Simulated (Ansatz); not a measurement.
Molecule: sum formula H6Si2O (charge 0, singlet). 
Coordinates optimised at B3LYP-D3(BJ)/def2-TZVP (Ansatz, a first-principles code):
```xyz
9

Si     1.5118     0.1910     0.4197
O      0.0885    -0.0525    -0.3506
Si    -1.5428    -0.1727    -0.2969
H      1.5185     1.5233     1.0684
H      1.7159    -0.8506     1.4536
H      2.5993     0.1196    -0.5787
H     -2.0337    -0.4553    -1.6621
H     -2.1310     1.0969     0.1908
H     -1.9430    -1.2713     0.6133
```

Parts of the frozen-core correlation energy in cc-pV(Q+d)Z (Ansatz, hartree). Frozen orbitals: 11; correlated occupied orbitals by spin: 10 and 10; virtual: 342 and 342. No spin-orbit coupling. Non-relativistic.

| term | value |
|---|---|
| reference (HF) | -656.38864 |
| MP2 opposite-spin | [?] |
| MP2 same-spin | [?] |
| CCSD correlation | -0.56640 |
| (T) | [?] |
| T1 diagnostic | 0.011 |
| largest doubles amplitude | 0.013 |

Question: What belongs in the gaps?

Answer: 
- MP2 opposite-spin, value: -0.42931
- MP2 same-spin, value: -0.09943
- (T), value: -0.01861
